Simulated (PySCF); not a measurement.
Input of a run (PBE0-D3(BJ)/def2-SVP geometry optimisation, gas phase (PySCF 2.14.0)), started from GFN2-xTB:
```
{"job": {"xc": "PBE0", "basis": "def2-SVP", "d3": "d3bj", "grid": 1, "shake": 0.01, "kind": "geom"}, "charge": 0, "multiplicity": 1}
C      1.368550     2.022110    -0.411820
Si     0.677120     0.269680    -0.256670
C      2.296000    -0.813190    -0.269720
F      3.017830    -0.712360    -1.433470
F      2.079290    -2.130580    -0.077890
F      3.188780    -0.437340     0.695300
C     -0.201790    -0.084380     1.404370
C     -1.707860    -0.004540     1.148470
C     -2.150200    -0.888990    -0.004240
Si    -1.074470    -0.497040    -1.540890
F     -0.848950    -1.854490    -2.384780
H      1.898650     2.183570    -1.340160
H      0.513260     2.784040    -0.405600
H      2.012820     2.286040     0.405680
H      0.033960    -1.092880     1.767020
H      0.058740     0.629190     2.204460
H     -1.999940     1.036830     0.941110
H     -2.269310    -0.308290     2.061040
H     -3.217110    -0.773960    -0.203180
H     -2.030120    -1.935010     0.255850
H     -1.734240     0.377730    -2.532840
```

Output (energies in Eh, forces in Eh/bohr):
```
step   0  E = -1173.52819266  max force = 0.045140
step   1  E = -1173.53680733  max force = 0.009591
step   2  E = -1173.53721396  max force = 0.002225
step   3  E = -1173.53733686  max force = 0.001810
step   4  E = -1173.53738040  max force = 0.000901
step   5  E = -1173.53740323  max force = 0.000847
step   6  E = -1173.53741279  max force = 0.001086
step   7  E = -1173.53742208  max force = 0.000787
step   8  E = -1173.53743219  max force = 0.000835
step   9  E = -1173.53744764  max force = 0.001129
step  10  E = -1173.53747449  max force = 0.001699
step  11  E = -1173.53751730  max force = 0.001475
step  12  E = -1173.53754661  max force = 0.000871
step  13  E = -1173.53757542  max force = 0.001247
step  14  E = -1173.53759737  max force = 0.001613
step  15  E = -1173.53761129  max force = 0.001165
step  16  E = -1173.53761774  max force = 0.000433
optimisation converged
```

Summarise the run.

The energy falls by 0.256 eV over 17 energy and gradient evaluations, the largest force component goes from 0.0451 to 4.3e-04 Eh/bohr, and the atoms move by 0.143 Å rms after alignment. The bond that changes most is C1–H13 (Si-methyl carbon to methyl hydrogen), which shortens by 0.045 Å. Bonds longer at the end by more than 0.005 Å: 10 of 21; shorter: 8. Among the angles that change most is C3–Si2–Si10, from 116.3° to 109.7°. Among the dihedrals that turn most is C3–Si2–C7–H15, from -28° to -17°. The energy never rose by more than 1e-6 Eh on the way. The first step brought 91 % of the lowering.

What are the final bond lengths?

C1–Si2 1.872 Å, Si2–C3 1.932 Å, C3–F4 1.341 Å, C3–F5 1.345 Å, C3–F6 1.348 Å, Si2–C7 1.899 Å, C7–C8 1.540 Å, C8–C9 1.537 Å, C9–Si10 1.888 Å, Si10–F11 1.634 Å, Si2–Si10 2.341 Å, C1–H12 1.100 Å, C1–H13 1.101 Å, C1–H14 1.101 Å, C7–H15 1.104 Å, C7–H16 1.101 Å, C8–H17 1.106 Å, C8–H18 1.103 Å, C9–H19 1.101 Å, C9–H20 1.105 Å, Si10–H21 1.493 Å. Numbering counts from 1 in the input's order; the species is `C[Si@@]1(C(F)(F)F)CCC[Si@@H]1F`.

The run used 212 basis functions and 104 SCF cycles in all. The run took 3.4 min wall, 8.6 min CPU on an AMD EPYC 9R14 with 2 threads, no GPU, shared host, and the process peaked at 1.4 GiB of memory.

Stationary, but not proved a minimum. One conformer, not necessarily the lowest.
